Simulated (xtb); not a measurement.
Input file for xtb: GFN1-xTB on H9NSi2 (a complex), monomers drawn apart or pushed together.

```
$ xtb mol.xyz --gfn 1 --sp --chrg 0 --uhf 0
12

N     -0.41246894     0.18904168     0.96084620
H     -0.35981099    -0.69423092     0.46676276
H     -1.36152978     0.53396089     0.87454400
H      0.19811306     0.84359086     0.48555377
Si     0.51593012    -1.28076059     4.93512002
Si     0.63296458     1.05354196     5.09122425
H      0.80422978    -1.91098018     6.25251288
H      1.51135027    -1.80795279     3.97140952
H     -0.83749732    -1.72541482     4.52457532
H      0.96683656     1.47757214     6.47834610
H     -0.66433907     1.68156553     4.74278764
H      1.68569219     1.60048852     4.20167359
```

The log:

```
[...]
           -------------------------------------------------
          |                Calculation Setup                |
           -------------------------------------------------



molecular fragmentation (1/2 indicates fragments):
111122222222
# atoms in fragment 1/2:     4     8
 fragment masses (1/2) :       17.03       62.22
CMA distance (Bohr)    :   8.028
constraining FC (au)   :  0.0500

           -------------------------------------------------
          |                 G F N 1 - x T B                 |
           -------------------------------------------------

        Reference                      10.1021/acs.jctc.7b00118
      * Hamiltonian:
        H0-scaling (s, p, d)           1.850000    2.250000    2.000000
        zeta-weighting                 0.000000
      * Dispersion:
        s8                             2.400000
        a1                             0.630000
        a2                             5.000000
        s9                             0.000000
      * Repulsion:
        kExp                           1.500000
        rExp                           1.000000
      * Coulomb:
        alpha                          2.000000
        third order                    atomic
        anisotropic                    false
      * Halogen bond correction:
        rad-scale                      1.300000
        damping                        0.440000


          ...................................................
          :                      SETUP                      :
          :.................................................:
          :  # basis functions                  42          :
          :  # atomic orbitals                  40          :
          :  # shells                           26          :
          :  # electrons                        22          :
          :  # halogen bonds                     0          :
          :  max. iterations                   250          :
          :  Hamiltonian                  GFN1-xTB          :
          :  restarted?                      false          :
          :  GBSA solvation                  false          :
          :  PC potential                    false          :
          :  electronic temp.          300.0000000     K    :
          :  accuracy                    1.0000000          :
          :  -> integral cutoff          0.2500000E+02      :
          :  -> integral neglect         0.1000000E-07      :
          :  -> SCF convergence          0.1000000E-05 Eh   :
          :  -> wf. convergence          0.2000000E-04 e    :
          :  Broyden damping             0.4000000          :
          :  net charge                          0          :
          :  unpaired electrons                  0          :
          ...................................................

 iter      E             dE          RMSdq      gap      omega  full diag
   1    -11.8411914 -0.118412E+02  0.481E+00    3.30       0.0  T
   2    -11.8630992 -0.219078E-01  0.273E+00    3.59       1.0  T
   3    -11.8647058 -0.160660E-02  0.572E-01    3.95       1.0  T
   4    -11.8655840 -0.878163E-03  0.113E-01    4.15       1.0  T
   5    -11.8656818 -0.977861E-04  0.222E-02    4.12       1.3  T
   6    -11.8656851 -0.336418E-05  0.168E-03    4.11      17.2  T
   7    -11.8656851 -0.103636E-07  0.571E-04    4.11      50.5  T
   8    -11.8656851 -0.971349E-09  0.748E-05    4.10     385.7  T
   9    -11.8656851 -0.274714E-10  0.138E-06    4.10   20923.5  T

   *** convergence criteria satisfied after 9 iterations ***

         #    Occupation            Energy/Eh            Energy/eV
      -------------------------------------------------------------
         1        2.0000           -0.7426646             -20.2089
       ...           ...                  ...                  ...
         5        2.0000           -0.5362353             -14.5917
         6        2.0000           -0.4829064             -13.1406
         7        2.0000           -0.4819436             -13.1144
         8        2.0000           -0.4772895             -12.9877
         9        2.0000           -0.4760611             -12.9543
        10        2.0000           -0.4193059             -11.4099
        11        2.0000           -0.4187004             -11.3934 (HOMO)
        12                         -0.2678511              -7.2886 (LUMO)
        13                         -0.2671238              -7.2688
        14                         -0.2143668              -5.8332
        15                         -0.1594887              -4.3399
        16                         -0.1592095              -4.3323
       ...                                ...                  ...
        40                          1.6392807              44.6071
      -------------------------------------------------------------
                  HL-Gap            0.1508492 Eh            4.1048 eV
             Fermi-level           -0.3432758 Eh           -9.3410 eV

 SCC (total)                   0 d,  0 h,  0 min,  0.017 sec
 SCC setup                      ...        0 min,  0.000 sec (  0.977%)
 Dispersion                     ...        0 min,  0.000 sec (  0.503%)
 classical contributions        ...        0 min,  0.000 sec (  0.307%)
 integral evaluation            ...        0 min,  0.004 sec ( 24.510%)
 iterations                     ...        0 min,  0.004 sec ( 26.059%)
 molecular gradient             ...        0 min,  0.008 sec ( 45.501%)
 printout                       ...        0 min,  0.000 sec (  1.993%)

         :::::::::::::::::::::::::::::::::::::::::::::::::::::
         ::                     SUMMARY                     ::
         :::::::::::::::::::::::::::::::::::::::::::::::::::::
         :: total energy             -11.760312711016 Eh    ::
         :: gradient norm              0.023109669668 Eh/a0 ::
         :: HOMO-LUMO gap              4.104816702022 eV    ::
         ::.................................................::
         :: SCC energy               -11.865685136460 Eh    ::
         :: -> electrostatic           0.029124147527 Eh    ::
         :: repulsion energy           0.108481725348 Eh    ::
         :: dispersion energy         -0.003109299904 Eh    ::
         :: halogen bond corr.         0.000000000000 Eh    ::
         :: add. restraining           0.000000000000 Eh    ::
         :: total charge              -0.000000000000 e     ::
         :::::::::::::::::::::::::::::::::::::::::::::::::::::

           -------------------------------------------------
          |                Property Printout                |
           -------------------------------------------------

    * Orbital Energies and Occupations

         #    Occupation            Energy/Eh            Energy/eV
      -------------------------------------------------------------
         1        2.0000           -0.7426646             -20.2089
         2        2.0000           -0.6609991             -17.9867
         3        2.0000           -0.6151536             -16.7392
         4        2.0000           -0.5363239             -14.5941
         5        2.0000           -0.5362353             -14.5917
         6        2.0000           -0.4829064             -13.1406
         7        2.0000           -0.4819436             -13.1144
         8        2.0000           -0.4772895             -12.9877
         9        2.0000           -0.4760611             -12.9543
        10        2.0000           -0.4193059             -11.4099
        11        2.0000           -0.4187004             -11.3934 (HOMO)
        12                         -0.2678511              -7.2886 (LUMO)
        13                         -0.2671238              -7.2688
        14                         -0.2143668              -5.8332
Note: The following floating-point exceptions are signalling: IEEE_DENORMAL
normal termination of xtb
        15                         -0.1594887              -4.3399
        16                         -0.1592095              -4.3323
        17                         -0.1525885              -4.1521
        18                         -0.1483993              -4.0381
        19                         -0.1473267              -4.0090
        20                         -0.1323152              -3.6005
        21                         -0.0708476              -1.9279
        22                         -0.0700272              -1.9055
       ...                                ...                  ...
        40                          1.6392807              44.6071
      -------------------------------------------------------------
                  HL-Gap            0.1508492 Eh            4.1048 eV
             Fermi-level           -0.3432758 Eh           -9.3410 eV

  Mulliken/CM5 charges         n(s)   n(p)   n(d)
     1N    -0.56610 -1.11257   1.450  4.116  0.000
     2H     0.19197  0.37402   0.808  0.000  0.000
     3H     0.19189  0.37393   0.808  0.000  0.000
     4H     0.19191  0.37395   0.808  0.000  0.000
     5Si    0.18421 -0.05815   1.343  2.046  0.426
     6Si    0.18391 -0.05836   1.343  2.046  0.426
     7H    -0.06644  0.01356   1.066  0.000  0.000
     8H    -0.06103  0.02025   1.061  0.000  0.000
     9H    -0.06110  0.02016   1.061  0.000  0.000
    10H    -0.06623  0.01379   1.066  0.000  0.000
    11H    -0.06150  0.01971   1.061  0.000  0.000
    12H    -0.06150  0.01970   1.061  0.000  0.000

Wiberg/Mayer (AO) data.
largest (>0.10) Wiberg bond orders for each atom

 ---------------------------------------------------------------------------
     #   Z sym  total        # sym  WBO       # sym  WBO       # sym  WBO
 ---------------------------------------------------------------------------
     1   7 N    2.912 --     3 H    0.965     4 H    0.965     2 H    0.965
     2   1 H    0.967 --     1 N    0.965
     3   1 H    0.967 --     1 N    0.965
     4   1 H    0.967 --     1 N    0.965
     5  14 Si   3.936 --     6 Si   1.045     8 H    0.910     9 H    0.910
                             7 H    0.910
     6  14 Si   3.936 --     5 Si   1.045    12 H    0.910    11 H    0.910
                            10 H    0.910
     7   1 H    0.989 --     5 Si   0.910
     8   1 H    0.990 --     5 Si   0.910
     9   1 H    0.990 --     5 Si   0.910
    10   1 H    0.989 --     6 Si   0.910
    11   1 H    0.990 --     6 Si   0.910
    12   1 H    0.990 --     6 Si   0.910
 ---------------------------------------------------------------------------

Topologies differ in total number of bonds
Writing topology from bond orders to xtbtopo.mol

 dipole moment from electron density (au)
     X       Y       Z
  -0.2431   0.0916  -0.9157  total (Debye):    2.419


           -------------------------------------------------
          | TOTAL ENERGY              -11.760312711016 Eh   |
          | GRADIENT NORM               0.023109669668 Eh/α |
          | HOMO-LUMO GAP               4.104816702022 eV   |
           -------------------------------------------------

------------------------------------------------------------------------
------------------------------------------------------------------------
 total:
 SCF:
```

The run finished.

Cost: very roughly 0.07 core-seconds.
